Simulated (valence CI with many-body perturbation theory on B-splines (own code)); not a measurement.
E1 line list for Sb³⁷⁺

Calculated by valence CI with perturbative core correlation (CI+MBPT): four valence electrons over a frozen Dirac-Fock core [Ne], radial functions for each j: 11 s, 11 p, 10 d, 8 f, 5 g, 2 h, with the one-electron correlation potential Σ1, the two-electron term Σ2, the three-electron term Σ3, Breit, model QED; selected CI, second order for the rest, scaled by the run's own slope (own B-spline code, finite nucleus).

No measured spectrum was set against this ion. As an estimate, large intervals hold to a few tenths of a per cent, small ones and those within an open d or f shell to about a per cent. Among the levels kept, up to 680 cm⁻¹ of a level comes from second order outside the variational space, and about a tenth of that is noise between levels of different J, which matters for small intervals.

Lines 1 to 50 of 560 in falling wavelength, among levels below 4641.8 × 10³ cm⁻¹, chosen from the strongest by gf and those to the six lowest levels. Wavelengths and rates use the calculated energies. Electric multipoles are in the length gauge, E1 and E2 with the static RPA response of the core. Weak lines are less certain than strong ones. Lines between different terms over intervals too small for the method are left out, as are lines whose strength nearly cancels. Where a level lies close to another of its J and parity, the split of strength between their lines is uncertain. The highest levels of a list are the least certain.

Levels are named by their leading jj configuration (3d3/2^4 stands for four electrons in 3d with j = 3/2), which in mixed levels can hold well under half, so a name can repeat and another be missing. Letters in brackets count levels of one name in rising energy.

| λ vac (nm) | Upper | Lower | A (s⁻¹) | S (a.u.) with core polarisation | S without |
| --- | --- | --- | --- | --- | --- |
| 45.24 | (3s 3p1/2^2 3p3/2) J=2 | (3s^2 3p3/2^2) J=2 | 3.28e+06 | 7.50e-04 | 7.66e-04 |
| 37.68 | (3s 3p1/2^2 3p3/2) J=1 | (3s^2 3p3/2^2) J=0 | 4.68e+06 | 3.71e-04 | 3.79e-04 |
| 26.98 | (3s 3p1/2^2 3p3/2) J=1 | (3s^2 3p3/2^2) J=2 | 7.26e+07 | 2.11e-03 | 2.16e-03 |
| 17.59 | (3s^2 3p1/2 3d3/2) J=2 | (3s^2 3p3/2^2) J=2 | 4.78e+07 | 6.42e-04 | 6.56e-04 |
| 16.71 | (3s 3p1/2 3d5/2^2) J=5 | (3s^2 3d5/2^2) J=4 | 1.77e+09 | 4.49e-02 | 4.59e-02 |
| 16.39 | (3s 3p1/2 3p3/2^2) J=2 [a] | (3s^2 3p3/2^2) J=2 | 4.07e+08 | 4.43e-03 | 4.53e-03 |
| 15.22 | (3s^2 3p1/2 3d3/2) J=1 | (3s^2 3p3/2^2) J=0 | 1.44e+08 | 7.50e-04 | 7.65e-04 |
| 14.95 | (3p1/2 3p3/2^2 3d5/2) J=5 | (3s 3p3/2^2 3d5/2) J=4 [b] | 5.92e+09 | 1.07e-01 | 1.10e-01 |
| 14.58 | (3s 3p1/2 3p3/2^2) J=3 | (3s^2 3p3/2^2) J=2 | 2.12e+09 | 2.27e-02 | 2.32e-02 |
| 14.25 | (3s 3p1/2^2 3p3/2) J=2 | (3s^2 3p1/2 3p3/2) J=2 | 2.74e+09 | 1.95e-02 | 2.00e-02 |
| 14.01 | (3s 3p1/2 3p3/2 3d5/2) J=5 | (3s^2 3p3/2 3d5/2) J=4 | 5.68e+09 | 8.49e-02 | 8.67e-02 |
| 13.40 | (3p1/2^2 3p3/2 3d5/2) J=3 | (3s 3p1/2 3p3/2 3d5/2) J=3 [e] | 5.17e+09 | 4.30e-02 | 4.39e-02 |
| 13.34 | (3s 3p1/2^2 3p3/2) J=2 | (3s^2 3p1/2 3p3/2) J=1 | 4.02e+09 | 2.35e-02 | 2.41e-02 |
| 13.28 | (3p1/2^2 3p3/2 3d5/2) J=4 | (3s 3p1/2 3p3/2 3d5/2) J=3 [d] | 5.70e+09 | 5.93e-02 | 6.06e-02 |
| 13.21 | (3p1/2^2 3p3/2 3d5/2) J=4 | (3s 3p1/2 3p3/2 3d5/2) J=4 [c] | 3.20e+09 | 3.28e-02 | 3.35e-02 |
| 13.12 | (3s^2 3p1/2 3d3/2) J=1 | (3s^2 3p3/2^2) J=2 | 5.26e+08 | 1.76e-03 | 1.80e-03 |
| 13.10 | (3p1/2 3p3/2^2 3d5/2) J=3 [b] | (3s 3p3/2^2 3d5/2) J=2 [a] | 7.23e+09 | 5.62e-02 | 5.74e-02 |
| 13.01 | (3s 3p1/2 3p3/2^2) J=1 [a] | (3s^2 3p3/2^2) J=0 | 2.61e+09 | 8.51e-03 | 8.70e-03 |
| 12.83 | (3p1/2^2 3p3/2 3d3/2) J=3 | (3s 3p1/2 3p3/2 3d3/2) J=3 [b] | 5.07e+09 | 3.70e-02 | 3.78e-02 |
| 12.49 | (3p1/2^2 3p3/2 3d5/2) J=4 | (3s 3p1/2 3p3/2 3d5/2) J=3 [c] | 4.43e+09 | 3.83e-02 | 3.91e-02 |
| 12.36 | (3s 3p1/2 3d3/2 3d5/2) J=4 [c] | (3s 3p3/2^2 3d5/2) J=5 | 4.60e+09 | 3.86e-02 | 3.94e-02 |
| 12.34 | (3s 3p1/2 3p3/2 3d5/2) J=3 [e] | (3s^2 3p3/2 3d5/2) J=3 | 5.05e+09 | 3.28e-02 | 3.35e-02 |
| 12.33 | (3s 3p1/2 3d5/2^2) J=3 | (3s^2 3d5/2^2) J=2 | 5.19e+09 | 3.36e-02 | 3.43e-02 |
| 12.24 | (3s^2 3p1/2 3d5/2) J=2 | (3s^2 3p3/2^2) J=2 | 3.82e+08 | 1.73e-03 | 1.77e-03 |
| 12.24 | (3s 3p1/2 3d5/2^2) J=4 [b] | (3s^2 3d5/2^2) J=4 | 3.78e+09 | 3.08e-02 | 3.15e-02 |
| 12.22 | (3p1/2^2 3p3/2 3d5/2) J=4 | (3s 3p1/2 3p3/2 3d5/2) J=4 [b] | 3.85e+09 | 3.11e-02 | 3.18e-02 |
| 12.21 | (3p1/2^2 3p3/2 3d3/2) J=2 | (3s 3p1/2 3p3/2 3d3/2) J=2 [c] | 8.38e+09 | 3.77e-02 | 3.85e-02 |
| 12.17 | (3s^2 3p1/2 3d5/2) J=3 | (3s^2 3p3/2^2) J=2 | 2.37e+09 | 1.48e-02 | 1.51e-02 |
| 12.12 | (3p1/2 3p3/2^2 3d5/2) J=2 [a] | (3s 3p3/2^2 3d5/2) J=3 [b] | 7.41e+09 | 3.25e-02 | 3.33e-02 |
| 11.92 | (3p1/2^2 3p3/2 3d5/2) J=3 | (3s 3p1/2 3p3/2 3d5/2) J=4 [c] | 5.37e+09 | 3.15e-02 | 3.21e-02 |
| 11.88 | (3s 3p1/2 3d5/2^2) J=5 | (3s 3p3/2^2 3d5/2) J=5 | 3.59e+09 | 3.27e-02 | 3.34e-02 |
| 11.80 | (3s 3p1/2^2 3d5/2) J=2 | (3s 3p1/2 3p3/2^2) J=3 | 1.30e+10 | 5.27e-02 | 5.39e-02 |
| 11.76 | (3p1/2 3p3/2^2 3d3/2) J=3 [b] | (3s^2 3d3/2 3d5/2) J=4 | 5.20e+09 | 2.93e-02 | 2.99e-02 |
| 11.74 | (3s 3p1/2^2 3p3/2) J=1 | (3s^2 3p1/2 3p3/2) J=2 | 1.05e+10 | 2.52e-02 | 2.58e-02 |
| 11.73 | (3s 3p1/2 3p3/2^2) J=1 [b] | (3s^2 3p3/2^2) J=0 | 2.87e+09 | 6.87e-03 | 7.03e-03 |
| 11.61 | (3p1/2^2 3p3/2 3d5/2) J=2 | (3s 3p1/2 3p3/2 3d5/2) J=2 [b] | 1.43e+10 | 5.54e-02 | 5.66e-02 |
| 11.60 | (3s 3p1/2 3p3/2 3d5/2) J=2 [b] | (3s^2 3p3/2 3d5/2) J=2 | 8.71e+09 | 3.35e-02 | 3.43e-02 |
| 11.47 | (3s 3p1/2 3d3/2 3d5/2) J=3 [e] | (3s 3p3/2^2 3d3/2) J=4 | 6.42e+09 | 3.35e-02 | 3.42e-02 |
| 11.44 | (3s 3p1/2 3p3/2^2) J=1 [a] | (3s^2 3p3/2^2) J=2 | 1.79e+09 | 3.98e-03 | 4.06e-03 |
| 11.43 | (3p1/2^2 3p3/2 3d3/2) J=3 | (3s 3p1/2 3p3/2 3d5/2) J=3 [a] | 6.71e+09 | 3.47e-02 | 3.54e-02 |
| 11.28 | (3s 3p1/2 3d3/2 3d5/2) J=3 [c] | (3s 3p3/2^2 3d5/2) J=4 [a] | 6.55e+09 | 3.24e-02 | 3.31e-02 |
| 11.12 | (3s 3p1/2^2 3p3/2) J=1 | (3s^2 3p1/2 3p3/2) J=1 | 2.49e+09 | 5.08e-03 | 5.18e-03 |
| 11.10 | (3p1/2^2 3p3/2 3d5/2) J=3 | (3s 3p1/2 3p3/2 3d5/2) J=4 [b] | 1.44e+10 | 6.82e-02 | 6.97e-02 |
| 11.05 | (3s 3p1/2 3d3/2 3d5/2) J=3 [d] | (3s 3p3/2^2 3d5/2) J=4 [a] | 9.49e+09 | 4.42e-02 | 4.52e-02 |
| 10.96 | (3p1/2^2 3p3/2 3d5/2) J=2 | (3s 3p1/2 3p3/2 3d5/2) J=3 [b] | 1.78e+10 | 5.80e-02 | 5.92e-02 |
| 10.96 | (3s 3p1/2 3p3/2 3d5/2) J=4 [c] | (3s^2 3p3/2 3d5/2) J=4 | 4.57e+09 | 2.67e-02 | 2.73e-02 |
| 10.92 | (3s 3p1/2 3p3/2^2) J=2 [b] | (3s^2 3p3/2^2) J=2 | 6.79e+09 | 2.18e-02 | 2.23e-02 |
| 10.91 | (3s 3p1/2 3p3/2 3d5/2) J=3 [d] | (3s^2 3p3/2 3d5/2) J=4 | 6.51e+09 | 2.92e-02 | 2.98e-02 |
| 10.86 | (3s 3p1/2 3p3/2 3d3/2) J=2 [e] | (3s^2 3p3/2 3d3/2) J=3 | 8.13e+09 | 2.57e-02 | 2.62e-02 |
| 10.73 | (3s 3p1/2 3d5/2^2) J=5 | (3s 3p3/2^2 3d5/2) J=4 [a] | 4.09e+09 | 2.75e-02 | 2.80e-02 |
